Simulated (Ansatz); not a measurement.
(H3Ge)2S (Ge2H6S). The state is a singlet with charge 0. Geometry relaxed at B3LYP-D4/def2-SVP.

```xyz
9

Ge    1.5007   -0.8275    0.0834
H     2.0778    0.3516   -0.7279
H     2.5837   -1.4521    0.9800
H     0.9208   -1.8800   -0.8845
S    -0.0950   -0.0975    1.4898
Ge   -1.5061    0.8219   -0.0003
H    -0.8154    1.9832   -0.7455
H    -1.9702   -0.2379   -1.0214
H    -2.6964    1.3384    0.8263
```

**Question.** Estimate the harmonic wavenumbers at RKS B3LYP-D4/def2-SVP (Ansatz, unscaled). Is this a minimum?

**Answer.** 68, 79, 94, 368, 404, 545, 565, 577, 605, 821, 855, 866, 868, 883, 893, 2119, 2122, 2126, 2127, 2151, 2153 cm⁻¹. Yes, no mode is imaginary beyond noise. Zero-point energy 127.3 kJ/mol. Run time 38 s (4 threads of Intel Xeon 6975P-C on a shared host).
